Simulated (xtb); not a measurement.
C₄H₇O, doublet, at a GFN2-xTB geometry; GFN1-xTB (xtb 6.7.1).

The xtb input:
```
$ xtb mol.xyz --gfn 1 --uhf 1 --etemp 10000 --json

# file mol.xyz
12

C     -1.98606156     0.38777513    -0.02319402
C     -0.63409118     0.43769205     0.54985105
C      0.48260492    -0.15837745    -0.10825148
C      1.81371040    -0.02607270     0.60358398
O      0.37954257    -0.74434792    -1.18547737
H     -1.96593829    -0.14902495    -0.96898695
H     -2.37617628     1.39690193    -0.18006052
H     -2.67898810    -0.10345583     0.66504900
H     -0.48396581     0.93925237     1.49408330
H      1.75744172    -0.48877297     1.58687357
H      2.59133250    -0.51130391     0.02076336
H      2.06297815     1.02508457     0.73416001
```

**Question.** Write the output that xtb gives for this input, abridged.

**Answer.** 
```
   ID    Z sym.   atoms
    1    6 C      1-4
    2    8 O      5
    3    1 H      6-12

           -------------------------------------------------
          |                Calculation Setup                |
           -------------------------------------------------

           -------------------------------------------------
          |                 G F N 1 - x T B                 |
           -------------------------------------------------

          ...................................................
          :                      SETUP                      :
          :.................................................:
          :  # basis functions                  34          :
          :  # atomic orbitals                  34          :
          :  # shells                           24          :
          :  # electrons                        29          :
          :  # halogen bonds                     0          :
          :  max. iterations                   250          :
          :  Hamiltonian                  GFN1-xTB          :
          :  restarted?                      false          :
          :  GBSA solvation                  false          :
          :  PC potential                    false          :
          :  electronic temp.        10000.0000000     K    :
          :  accuracy                    1.0000000          :
          :  -> integral cutoff          0.2500000E+02      :
          :  -> integral neglect         0.1000000E-07      :
          :  -> SCF convergence          0.1000000E-05 Eh   :
          :  -> wf. convergence          0.2000000E-04 e    :
          :  Broyden damping             0.4000000          :
          :  net charge                          0          :
          :  unpaired electrons                  1          :
          ...................................................

 iter      E             dE          RMSdq      gap      omega  full diag
   1    -17.0338573 -0.170339E+02  0.806E+00    4.93       0.0  T
   2    -17.0997629 -0.659056E-01  0.496E+00    4.39       1.0  T
   3    -17.0923765  0.738641E-02  0.171E+00    4.54       1.0  T
   4    -17.1068644 -0.144878E-01  0.235E-01    4.52       1.0  T
   5    -17.1072288 -0.364428E-03  0.787E-02    4.46       1.0  T
   6    -17.1073009 -0.720502E-04  0.534E-03    4.48       5.4  T
   7    -17.1073011 -0.266428E-06  0.141E-03    4.48      20.5  T
   8    -17.1073011 -0.618345E-08  0.484E-04    4.48      59.7  T
[...]
         :: total energy             -16.902001048289 Eh    ::
[...]
                  HL-Gap            0.1644764 Eh            4.4756 eV
             Fermi-level           -0.3563360 Eh           -9.6964 eV

  Mulliken/CM5 charges         n(s)   n(p)   n(d)
     1C    -0.05001 -0.19533   1.006  3.044  0.000
     2C    -0.08225 -0.14205   1.084  2.998  0.000
     3C     0.35045  0.36971   1.026  2.623  0.000
     4C    -0.09959 -0.24296   1.025  3.074  0.000
     5O    -0.49005 -0.54004   1.744  4.746  0.000
     6H     0.06895  0.12648   0.931  0.000  0.000
     7H     0.04919  0.10080   0.951  0.000  0.000
     8H     0.04919  0.10080   0.951  0.000  0.000
     9H     0.03589  0.09279   0.964  0.000  0.000
    10H     0.05043  0.10353   0.950  0.000  0.000
    11H     0.06736  0.12273   0.933  0.000  0.000
    12H     0.05043  0.10353   0.950  0.000  0.000

Wiberg/Mayer (AO) data.
largest (>0.10) Wiberg bond orders for each atom

 ---------------------------------------------------------------------------
     #   Z sym  total        # sym  WBO       # sym  WBO       # sym  WBO
 ---------------------------------------------------------------------------
     1   6 C    3.914 --     2 C    1.056     6 H    0.957     7 H    0.941
                             8 H    0.941
     2   6 C    3.363 --     3 C    1.224     1 C    1.056     9 H    0.962
     3   6 C    3.725 --     5 O    1.533     2 C    1.224     4 C    0.938
     4   6 C    3.873 --    11 H    0.967    12 H    0.960    10 H    0.960
                             3 C    0.938
     5   8 O    1.691 --     3 C    1.533
     6   1 H    0.983 --     1 C    0.957
     7   1 H    0.972 --     1 C    0.941
     8   1 H    0.972 --     1 C    0.941
     9   1 H    0.981 --     2 C    0.962
    10   1 H    0.986 --     4 C    0.960
    11   1 H    0.986 --     4 C    0.967
    12   1 H    0.986 --     4 C    0.960
 ---------------------------------------------------------------------------

Topologies differ in total number of bonds
Writing topology from bond orders to xtbtopo.mol

 dipole moment from electron density (au)
     X       Y       Z
  -0.1357   0.7841   1.3434  total (Debye):    3.969

           -------------------------------------------------
          | TOTAL ENERGY              -16.902001048289 Eh   |
          | GRADIENT NORM               0.029278206126 Eh/α |
          | HOMO-LUMO GAP               4.475630482437 eV   |
           -------------------------------------------------

normal termination of xtb
```
